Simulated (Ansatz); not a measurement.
Steps of a relaxation of F2GaH6NSi2 (`[F][Ga]([F])[N]([SiH3])[SiH3]`) with RKS PBE0-D4/def2-TZVP.

```sh
$ ansatz run in.yaml --threads 4 --pin off --events-out ev --progress --plain --max-ram 11315MiB
```

```yaml
crystal:
  periodic: [false, false, false]
  atoms:
    - {symbol: F, position_ang: [-2.971760, 0.571330, 0.695170]}
    - {symbol: Ga, position_ang: [-1.723000, -0.557200, 0.222530]}
    - {symbol: F, position_ang: [-2.152530, -2.242840, 0.046360]}
    - {symbol: N, position_ang: [0.010200, 0.021030, -0.086190]}
    - {symbol: Si, position_ang: [1.158590, -1.262750, -0.431020]}
    - {symbol: Si, position_ang: [0.273200, 1.728970, 0.228230]}
    - {symbol: H, position_ang: [2.381910, -0.536620, -0.769540]}
    - {symbol: H, position_ang: [0.635560, -2.040640, -1.559410]}
    - {symbol: H, position_ang: [1.325040, -2.095960, 0.768560]}
    - {symbol: H, position_ang: [1.678290, 1.922610, -0.127930]}
    - {symbol: H, position_ang: [0.022690, 2.004700, 1.649880]}
    - {symbol: H, position_ang: [-0.638190, 2.487380, -0.636650]}
basis:
  gaussian: {orbitals: def2-TZVP}
hamiltonian: {xc: pbe0, dispersion: d4}
relax: {f_tol: 0.005, max_steps: 150}
```

Positions (Å) and forces (eV/Å) along the path, 12 of 23 steps:

```xyz
12
step=1 energy=-75141.7481 eV
F    -2.972    0.571    0.695    0.160   -0.234   -0.077
Ga   -1.723   -0.557    0.223    0.459    0.151   -0.129
F    -2.153   -2.243    0.046    0.008    0.297    0.052
N     0.010    0.021   -0.086   -1.039   -0.377    0.290
Si    1.159   -1.263   -0.431   -0.593    1.031    0.221
Si    0.273    1.729    0.228    0.053   -1.165   -0.274
H     2.382   -0.537   -0.770    0.516   -0.056   -0.138
H     0.636   -2.041   -1.559    0.040   -0.307   -0.208
H     1.325   -2.096    0.769    0.160   -0.309    0.120
H     1.678    1.923   -0.128    0.395    0.361   -0.033
H     0.023    2.005    1.650   -0.030    0.262    0.245
H    -0.638    2.487   -0.637   -0.130    0.347   -0.072
12
step=2 energy=-75141.8623 eV
F    -3.008    0.552    0.682    0.111   -0.142   -0.063
Ga   -1.753   -0.566    0.220    0.175    0.046   -0.014
F    -2.191   -2.246    0.061    0.015    0.195    0.016
N    -0.032    0.002   -0.057   -0.285   -0.104    0.081
Si    1.147   -1.241   -0.429   -0.108    0.260    0.099
Si    0.275    1.706    0.223    0.050   -0.281   -0.038
H     2.425   -0.582   -0.784    0.038    0.052   -0.021
H     0.671   -2.074   -1.557   -0.034   -0.014   -0.077
H     1.368   -2.138    0.733    0.010   -0.011    0.051
H     1.688    1.986   -0.120    0.058   -0.013   -0.030
H     0.035    2.066    1.641    0.004   -0.007    0.060
H    -0.625    2.535   -0.612   -0.035    0.020   -0.066
12
step=4 energy=-75141.8757 eV
F    -3.034    0.532    0.665   -0.020    0.011   -0.053
Ga   -1.775   -0.569    0.199   -0.071   -0.055    0.171
F    -2.220   -2.242    0.078   -0.018   -0.003   -0.056
N    -0.065   -0.015   -0.023    0.072    0.037   -0.068
Si    1.142   -1.208   -0.417    0.069   -0.102   -0.031
Si    0.290    1.673    0.224    0.003    0.124    0.028
H     2.403   -0.507   -0.778   -0.064   -0.011    0.021
H     0.676   -2.032   -1.565    0.031    0.012    0.047
H     1.396   -2.111    0.741    0.008    0.023   -0.053
H     1.711    1.916   -0.142   -0.058   -0.033    0.014
H     0.073    2.054    1.647    0.015    0.009   -0.059
H    -0.598    2.508   -0.630    0.033   -0.011    0.041
12
step=8 energy=-75141.8834 eV
F    -3.061    0.542    0.574    0.038   -0.012   -0.007
Ga   -1.785   -0.570    0.178   -0.085   -0.032   -0.002
F    -2.269   -2.226   -0.022    0.026    0.037    0.005
N    -0.066   -0.020   -0.009   -0.008   -0.006   -0.005
Si    1.150   -1.207   -0.405    0.054   -0.036   -0.016
Si    0.297    1.667    0.260    0.010    0.003    0.008
H     2.341   -0.493   -0.936   -0.045   -0.029    0.014
H     0.614   -2.143   -1.428    0.017    0.032    0.040
H     1.553   -1.999    0.791   -0.011    0.034   -0.039
H     1.708    1.894   -0.135    0.008    0.004   -0.001
H     0.122    2.035    1.689    0.000    0.000    0.008
H    -0.604    2.520   -0.556   -0.004    0.006   -0.004
12
step=9 energy=-75141.8855 eV
F    -3.060    0.552    0.551   -0.010    0.009    0.000
Ga   -1.793   -0.569    0.158    0.024    0.005   -0.004
F    -2.274   -2.225   -0.042   -0.006   -0.011   -0.003
N    -0.071   -0.020   -0.019   -0.015   -0.003    0.000
Si    1.151   -1.204   -0.405   -0.001    0.008    0.004
Si    0.298    1.662    0.272    0.000   -0.012   -0.002
H     2.315   -0.498   -0.995   -0.002   -0.004   -0.008
H     0.596   -2.181   -1.376    0.002   -0.004    0.005
H     1.599   -1.943    0.805    0.006    0.002   -0.001
H     1.711    1.887   -0.120    0.002    0.002    0.003
H     0.125    2.012    1.706    0.001    0.002    0.004
H    -0.599    2.527   -0.535    0.000    0.006    0.001
12
step=10 energy=-75141.8864 eV
F    -3.062    0.573    0.485   -0.054    0.022    0.008
Ga   -1.808   -0.566    0.107    0.122    0.037   -0.008
F    -2.296   -2.215   -0.105   -0.045   -0.054   -0.010
N    -0.081   -0.022   -0.034   -0.004   -0.005    0.021
Si    1.155   -1.198   -0.402    0.096   -0.102   -0.046
Si    0.300    1.650    0.305   -0.006   -0.002    0.000
H     2.249   -0.516   -1.159   -0.139   -0.107    0.096
H     0.546   -2.285   -1.230    0.098    0.146    0.124
H     1.733   -1.805    0.842   -0.071    0.093   -0.180
H     1.716    1.875   -0.082   -0.007   -0.009    0.001
H     0.138    1.963    1.750   -0.003   -0.008   -0.014
H    -0.591    2.547   -0.475    0.012   -0.012    0.010
12
step=11 energy=-75141.8896 eV
F    -3.064    0.571    0.489   -0.028    0.006    0.014
Ga   -1.806   -0.567    0.118    0.073    0.022   -0.039
F    -2.299   -2.214   -0.108   -0.027   -0.023    0.006
N    -0.080   -0.022   -0.026   -0.015   -0.009    0.011
Si    1.154   -1.197   -0.403    0.056   -0.045   -0.006
Si    0.301    1.650    0.304   -0.008   -0.013    0.001
H     2.249   -0.518   -1.149   -0.061   -0.037    0.027
H     0.554   -2.277   -1.235    0.031    0.063    0.055
H     1.729   -1.808    0.831   -0.029    0.039   -0.071
H     1.717    1.871   -0.082   -0.002    0.000    0.004
H     0.133    1.969    1.746    0.002    0.000   -0.008
H    -0.588    2.542   -0.483    0.009   -0.003    0.006
12
step=14 energy=-75141.8970 eV
F    -3.066    0.573    0.472    0.061   -0.020   -0.073
Ga   -1.823   -0.562    0.023   -0.102   -0.072    0.175
F    -2.383   -2.186   -0.240    0.047    0.085   -0.049
N    -0.091   -0.033   -0.021    0.001   -0.014   -0.050
Si    1.168   -1.177   -0.409    0.085   -0.060   -0.033
Si    0.306    1.625    0.361    0.014    0.013    0.013
H     2.080   -0.586   -1.434   -0.088   -0.079    0.099
H     0.519   -2.410   -0.943    0.072    0.108    0.051
H     1.977   -1.529    0.799   -0.085    0.053   -0.132
H     1.754    1.801    0.070   -0.018   -0.004    0.004
H     0.056    1.927    1.794   -0.001   -0.003   -0.013
H    -0.496    2.558   -0.471    0.014   -0.007    0.006
12
step=15 energy=-75141.9053 eV
F    -3.067    0.586    0.461   -0.006    0.004    0.000
Ga   -1.834   -0.567    0.045    0.038   -0.018   -0.006
F    -2.389   -2.178   -0.280    0.001    0.013   -0.001
N    -0.100   -0.040   -0.017   -0.026    0.010    0.007
Si    1.167   -1.170   -0.415   -0.023   -0.018   -0.006
Si    0.307    1.614    0.372   -0.006   -0.030   -0.002
H     2.029   -0.604   -1.484    0.000   -0.001   -0.016
H     0.537   -2.431   -0.882    0.005    0.018    0.012
H     2.020   -1.454    0.769    0.006    0.005    0.007
H     1.762    1.765    0.109    0.006    0.010    0.007
H     0.030    1.919    1.799    0.000    0.002    0.000
H    -0.462    2.558   -0.477    0.005    0.006   -0.002
12
step=17 energy=-75141.9047 eV rejected
F    -3.066    0.579    0.452   -0.006   -0.005    0.005
Ga   -1.835   -0.571    0.017   -0.031    0.031   -0.001
F    -2.399   -2.162   -0.374   -0.002   -0.015   -0.001
N    -0.104   -0.040   -0.004    0.035   -0.033   -0.008
Si    1.163   -1.160   -0.429    0.132   -0.081   -0.030
Si    0.311    1.603    0.412    0.027    0.056   -0.001
H     1.883   -0.696   -1.657   -0.096   -0.076    0.172
H     0.527   -2.489   -0.681    0.104    0.153    0.026
H     2.156   -1.268    0.688   -0.138    0.001   -0.167
H     1.787    1.720    0.246   -0.052   -0.002    0.006
H    -0.054    1.912    1.819    0.007   -0.002   -0.033
H    -0.369    2.572   -0.488    0.020   -0.028    0.031
12
step=19 energy=-75141.9086 eV
F    -3.067    0.579    0.462   -0.010    0.002    0.002
Ga   -1.836   -0.569    0.024    0.005    0.005   -0.001
F    -2.397   -2.165   -0.358   -0.003   -0.002   -0.001
N    -0.104   -0.041   -0.007    0.005   -0.007    0.001
Si    1.164   -1.162   -0.427    0.028   -0.011   -0.007
Si    0.311    1.605    0.402    0.005    0.013    0.000
H     1.909   -0.679   -1.621   -0.019   -0.018    0.035
H     0.535   -2.475   -0.721    0.021    0.023    0.006
H     2.126   -1.304    0.701   -0.026    0.001   -0.037
H     1.783    1.727    0.224   -0.010   -0.002    0.001
H    -0.042    1.916    1.811    0.000    0.001   -0.007
H    -0.381    2.568   -0.491    0.005   -0.006    0.007
12
step=23 energy=-75141.9088 eV
F    -3.070    0.578    0.466    0.000    0.000    0.000
Ga   -1.837   -0.567    0.023    0.000    0.000    0.000
F    -2.400   -2.160   -0.368    0.000    0.000    0.000
N    -0.104   -0.043   -0.003    0.000    0.000    0.000
Si    1.164   -1.162   -0.428    0.000    0.000    0.000
Si    0.311    1.603    0.406    0.000    0.000    0.000
H     1.895   -0.687   -1.632    0.000    0.000    0.000
H     0.542   -2.480   -0.705    0.000    0.000    0.000
H     2.138   -1.290    0.688    0.000    0.000    0.000
H     1.784    1.721    0.239    0.000    0.000    0.000
H    -0.053    1.919    1.810   -0.001    0.000    0.000
H    -0.370    2.566   -0.495    0.000    0.000    0.000
```

Hardware: 4 threads of an Arm Neoverse V1 on a shared host. Wall time 2.7 min, peak host memory 0.98 GiB.
